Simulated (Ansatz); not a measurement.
Relaxation of C$_{4}$H$_{9}$FSi (15 atoms, charge 0, multiplicity 1), to a largest force component of 0.02 eV/Å in at most 40 steps.

All numbers below come from RKS PBE-D4/6-31G (Ansatz).

```xyz
15
Properties=species:S:1:pos:R:3
C 0.842 -2.636 -0.132
C 0.693 -1.106 -0.261
C 0.100 -0.319 0.659
Si 0.046 1.521 0.616
C -1.244 2.067 -0.667
F -0.551 1.994 2.061
H 0.302 -3.062 -0.979
H 0.390 -2.947 0.778
H 1.848 -2.882 -0.128
H 1.126 -0.671 -1.142
H -0.296 -0.751 1.597
H 1.319 2.132 0.387
H -1.397 3.190 -0.655
H -0.961 1.791 -1.639
H -2.238 1.630 -0.463
```

Q: Where does it end, and by what steps?

A: It converged. Limits of this set-up: no polarisation functions. After 16 steps the energy has fallen by 0.620 eV; H11 moved furthest, 1.10 Å.

| step | energy less start (eV) | largest force component (eV/Å) | accepted |
| --- | --- | --- | --- |
| 0 | 0.0000 | 2.587 | yes |
| 1 | -0.4278 | 1.274 | yes |
| 2 | -0.5010 | 0.356 | yes |
| 3 | -0.5047 | 0.661 | yes |
| 4 | -0.5268 | 0.296 | yes |
| 5 | -0.5378 | 0.125 | yes |
| 6 | -0.5517 | 0.296 | yes |
| 7 | -0.5654 | 0.265 | yes |
| 8 | -0.5856 | 0.258 | yes |
| 9 | -0.5942 | 0.364 | yes |
| 10 | -0.6043 | 0.255 | yes |
| 11 | -0.6088 | 0.222 | yes |
| 12 | -0.6170 | 0.084 | yes |
| 13 | -0.6181 | 0.053 | yes |
| 14 | -0.6193 | 0.049 | yes |
| 15 | -0.6199 | 0.029 | yes |
| 16 | -0.6201 | 0.016 | yes |

```xyz
15
Properties=species:S:1:pos:R:3
C 0.955 -2.680 -0.046
C 0.943 -1.177 -0.036
C -0.086 -0.397 0.377
Si 0.015 1.481 0.319
C -1.533 2.272 -0.450
F 0.168 2.120 1.916
H 1.119 -3.070 -1.069
H 0.009 -3.098 0.337
H 1.784 -3.071 0.574
H 1.862 -0.693 -0.404
H -1.001 -0.873 0.756
H 1.289 1.853 -0.421
H -1.465 3.371 -0.439
H -1.646 1.937 -1.495
H -2.436 1.975 0.110
```

Run time: 58 s on 2 threads of Arm Neoverse N1, with other jobs on the host, peak memory 0.14 GiB.
